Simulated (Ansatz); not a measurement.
Correlation energies of `[SiH3][Sn]([SiH3])([Cl])[Cl]` by basis set

```xyz
11

Si   -2.211    0.232    0.759
Sn   -0.016    0.371   -0.567
Si    2.232   -0.732    0.006
Cl   -0.540   -0.353   -2.735
Cl    0.443    2.661   -0.788
H    -1.980    0.780    2.118
H    -2.623   -1.192    0.846
H    -3.227    1.030    0.033
H     3.200   -0.358   -1.052
H     2.680   -0.236    1.331
H     2.040   -2.203    0.050
```

Total charge 0; spin multiplicity 1. Correlated methods include outer-core shells of Sn, which these sets cover unevenly. Sn takes the def2 core potential. The structure was optimised at the PBE0-D4/def2-TZVP level. Frozen core, restricted reference, the Gaussian-basis code of Ansatz.

```csv
basis,HF (Eh),MP2 corr.
def2-SVP,-1713.33389,-0.56812
def2-TZVPP,-1713.86595,-0.94938
def2-QZVPP,-1713.91168,-1.22250
```

(1) Estimate the CCSD correlation energy and the (T) correction in each basis where they were run (hartree).

## Answers

(1) 
| basis | CCSD corr. | (T) |
| --- | --- | --- |
| def2-SVP | -0.64540 | -0.01629 |
| def2-TZVPP | -1.01805 | -0.03796 |
